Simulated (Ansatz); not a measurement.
`OC(F)BCl` + H₂ → `OCF` + `BCl` at 400 K and 1 bar (hydrogenolysis of a C–B bond).

Program: Ansatz. Geometries: PBE0-D4/def2-TZVP. ΔE: electronic, gas phase. CBS: MP2 limit from def2 TZ/QZ plus the TZ coupled-cluster correction, frozen cores. This one scheme is used for every species. One conformer a species, not always the lowest.

```tsv
species	CCSD(T)/CBS energy (Eh)	H − E (kJ/mol)	S (J/(mol·K))
`OC(F)BCl`	-699.41319	155.1	362.0
H₂	-1.17544	38.0	139.0
`OCF`	-214.81254	136.0	272.5
`BCl`	-485.78909	70.2	247.0
```

H − E and S are ideal-gas, rigid-rotor, harmonic terms from PBE0-D4/def2-TZVP, for one conformer and one mirror image of each species. The MP2-based limit puts H₂ 0.8 mEh under its directly extrapolated value; such offsets cancel only in part. 1 Eh = 2625.50 kJ/mol, R = 8.31446 J/(mol·K).

**Question.** By hand: ΔE, ΔH, ΔS and ΔG.

**Answer.** ΔE = (-214.81254) + (-485.78909) − (-699.41319) − (-1.17544) = -0.01300 Eh = -34.1 kJ/mol. Δ(H − E) = 136.0 + 70.2 − 155.1 − 38.0 = 13.1, so ΔH = -21.0 kJ/mol. ΔS = 272.5 + 247.0 − 362.0 − 139.0 = 18.5 J/(mol·K). ΔG = -21.0 − 400 × (18.5)/1000 = -28.4 kJ/mol.

**Question.** By hand: the equilibrium constant, and the temperature at which ΔG would vanish if ΔH and ΔS stayed fixed.

**Answer.** log₁₀ K = −ΔG/(RT ln 10) = 3.7. ΔH and −TΔS have one sign here, so there is no such temperature.

TΔS isn't small against ΔH here. A doubt of 5 kJ/mol in ΔE shifts log₁₀ K by 0.7 here. Other conformers and mirror images would add mixing entropy, several J/(mol·K) or more a flexible species. Modes under 60 cm⁻¹, often nearly free rotors, make the harmonic entropy too high. These are equilibria of isolated gas molecules and say nothing of rates. Largest T1 diagnostic: 0.013 (customary marks: 0.02 for closed shells, 0.045 for open ones).
